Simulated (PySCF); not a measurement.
Cartesian coordinates in Å; atom numbers follow the order of the lines, from 1:
```xyz
12

C     2.545    0.490    0.602
C     1.497    0.099   -0.116
F     1.607   -0.271   -1.382
O     0.250    0.032    0.365
B    -0.905   -0.209   -0.335
C    -2.244   -0.261    0.463
H     3.534    0.515    0.150
H     2.402    0.784    1.640
H    -0.847   -0.364   -1.531
H    -2.740   -1.232    0.291
H    -2.942    0.495    0.066
H    -2.121   -0.106    1.544
```

Geometry: PBE0-D3(BJ)/def2-SVP; GIAO shifts from PySCF 2.14, gas phase, non-relativistic, averaged over equivalent atoms.

At PBE0/6-31G* (96 basis functions, 7.2 s wall time on 1 thread of an Arm Neoverse V2, shared host):
```csv
atoms,δ (ppm)
C2,151.5
C1,67.2
C6,7.0
F3,-83.2
O4,214.0
B5,44.8
H9,5.84
H8,3.63
H7,3.57
H10/H11/H12,0.67
```

δ = σ(ref) − σ, references computed at the same level: TMS for 13C (σ = 194.14 ppm) and 1H (σ = 31.96 ppm); 19F (σ = 198.90 ppm) vs CFCl3; 17O (σ = 324.18 ppm) vs H2O; 11B (σ = 112.25 ppm) vs BF3·OEt2.

Task: What do these become at BLYP/pcSseg-2?

Result: 
| atoms | δ at BLYP/pcSseg-2 | change |
| --- | --- | --- |
| C2 | 173.1 | +21.6 |
| C1 | 70.3 | +3.1 |
| C6 | 7.6 | +0.6 |
| F3 | -100.9 | -17.7 |
| O4 | 267.8 | +53.8 |
| B5 | 48.7 | +3.9 |
| H9 | 5.71 | -0.13 |
| H8 | 3.89 | +0.26 |
| H7 | 3.80 | +0.23 |
| H10/H11/H12 | 0.64 | -0.03 |

Chemical shifts δ = σref − σ; TMS for 13C (σref 175.01) and 1H (σref 31.38); CFCl3 for 19F (σref 143.13); 17O (σref 325.17) against H2O; 11B (σref 91.12) vs BF3·OEt2, all at this level.

The largest change is at O4 (oxygen bonded to C, B). Cost: 300 basis functions, 46 s wall time on 1 thread of an Arm Neoverse V2, shared host. The order of the carbon signals is the same at both levels.

A carbon bonded to boron is broadened by the quadrupolar boron nucleus and is often missing from a measured spectrum. Unscaled 19F shifts against computed CFCl3 carry errors that often reach 10 to 50 ppm. Experimental scales use liquid or dissolved standards, which lie at an offset from isolated H2O (liquid H2O: subtract about 36 ppm).
